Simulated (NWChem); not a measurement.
System: AuNH4; SMILES [NH3]->[AuH]

Results from NWChem. The geometry was optimised at PBE0/def2-SVP. def2 effective core potentials on Au; no spin-orbit coupling. Vertical excitations in the gas phase.

Question: Predict the results for PBE/def2-SVPD, full TDDFT. Quantities: lowest excitation, singlet (eV); oscillator strength of that lowest state; orbital gap (eV).

Answer: 
```
Quantity                                  Result
----------------------------------------  ------
lowest excitation, singlet (eV)             4.57
oscillator strength of that lowest state   0.062
orbital gap (eV)                            4.39
```
